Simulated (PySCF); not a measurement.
Computed IR spectrum (relative IR intensity) of a molecule C2H8O2Si. Geometry optimised at PBE-D3(BJ)/def2-SVP. Other conformers were not sampled. Calculation: PBE-D3(BJ)/def2-SVP in PySCF 2.14.0. Frequencies are harmonic and unscaled.

Lines under 2 % of the strongest are left out, and lines within 2 cm⁻¹ are merged.

```json
[
 {"ν (cm⁻¹)": "54", "relative intensity": "2.4"},
 {"ν (cm⁻¹)": "94", "relative intensity": "14"},
 {"ν (cm⁻¹)": "150", "relative intensity": "5.5"},
 {"ν (cm⁻¹)": "261", "relative intensity": "18"},
 {"ν (cm⁻¹)": "274", "relative intensity": "36"},
 {"ν (cm⁻¹)": "320", "relative intensity": "12"},
 {"ν (cm⁻¹)": "355", "relative intensity": "13"},
 {"ν (cm⁻¹)": "623", "relative intensity": "13"},
 {"ν (cm⁻¹)": "658", "relative intensity": "18"},
 {"ν (cm⁻¹)": "739", "relative intensity": "40"},
 {"ν (cm⁻¹)": "749", "relative intensity": "100"},
 {"ν (cm⁻¹)": "783", "relative intensity": "55"},
 {"ν (cm⁻¹)": "834", "relative intensity": "10"},
 {"ν (cm⁻¹)": "907", "relative intensity": "53"},
 {"ν (cm⁻¹)": "917", "relative intensity": "39"},
 {"ν (cm⁻¹)": "951", "relative intensity": "13"},
 {"ν (cm⁻¹)": "956", "relative intensity": "31"},
 {"ν (cm⁻¹)": "1029", "relative intensity": "9.2"},
 {"ν (cm⁻¹)": "1222", "relative intensity": "4.8"},
 {"ν (cm⁻¹)": "1376", "relative intensity": "2.1"},
 {"ν (cm⁻¹)": "1426", "relative intensity": "3.0"},
 {"ν (cm⁻¹)": "1429", "relative intensity": "2.6"},
 {"ν (cm⁻¹)": "2113", "relative intensity": "80"},
 {"ν (cm⁻¹)": "2966", "relative intensity": "14"},
 {"ν (cm⁻¹)": "2975", "relative intensity": "4.6"},
 {"ν (cm⁻¹)": "3047", "relative intensity": "11"},
 {"ν (cm⁻¹)": "3062", "relative intensity": "7.4"},
 {"ν (cm⁻¹)": "3775", "relative intensity": "23"},
 {"ν (cm⁻¹)": "3780", "relative intensity": "33"}
]
```

Task: Identify the compound among the candidates.
(A) CC[SiH](O)O
(B) OC[SiH2]CO
(C) OCCO[SiH3]
(D) CO[SiH2]OC

Result: A, CC[SiH](O)O
